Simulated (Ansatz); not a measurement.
`[OH][In]([Cl])[Cl]` + HBr → `[OH][In]([Cl])[Br]` + HCl at 400 K and 1 bar (ligand exchange at the In–Cl bond).

Gas-phase electronic energies from Ansatz, PBE0-D4/def2-TZVP geometries. CCSD(T)/CBS adds triple-zeta CCSD(T) − MP2 to the extrapolated MP2 energy (def2 sets, frozen cores). This one scheme is used for every species. def2 core potentials past Kr. For Br, In outer-core shells are correlated without core-valence functions, which leaves a few kJ/mol of doubt a bond. Scalar relativity is left out up to krypton. Each species was taken in one conformer, which may not be the lowest.

| species | CCSD(T)/CBS energy (Eh) | H − E (kJ/mol) | S (J/(mol·K)) |
| --- | --- | --- | --- |
| `[OH][In]([Cl])[Cl]` | -1185.26513 | 68.1 | 377.6 |
| HBr | -2573.91920 | 27.6 | 207.2 |
| `[OH][In]([Cl])[Br]` | -3298.81138 | 67.8 | 389.1 |
| HCl | -460.38127 | 29.6 | 195.4 |

H − E and S are ideal-gas, rigid-rotor, harmonic terms from PBE0-D4/def2-TZVP, for one conformer and one mirror image of each species. 1 Eh = 2625.50 kJ/mol, R = 8.31446 J/(mol·K).

By hand: ΔE, ΔH, ΔS and ΔG.

ΔE = (-3298.81138) + (-460.38127) − (-1185.26513) − (-2573.91920) = -0.00832 Eh = -21.8 kJ/mol. Δ(H − E) = 67.8 + 29.6 − 68.1 − 27.6 = 1.7, so ΔH = -20.1 kJ/mol. ΔS = 389.1 + 195.4 − 377.6 − 207.2 = -0.3 J/(mol·K). ΔG = -20.1 − 400 × (-0.3)/1000 = -20.0 kJ/mol.

By hand: the equilibrium constant, and the temperature at which ΔG would vanish if ΔH and ΔS stayed fixed.

log₁₀ K = −ΔG/(RT ln 10) = 2.6. ΔG = 0 at ΔH/ΔS = 67000 K, far beyond where these terms or the molecules hold.

The number of gas molecules stays the same, so ΔS is small and ΔH decides. A doubt of 5 kJ/mol in ΔE shifts log₁₀ K by 0.7 here. Other conformers and mirror images would add mixing entropy, several J/(mol·K) or more a flexible species. These are equilibria of isolated gas molecules and say nothing of rates. Largest T1 diagnostic: 0.014 (customary marks: 0.02 for closed shells, 0.045 for open ones).
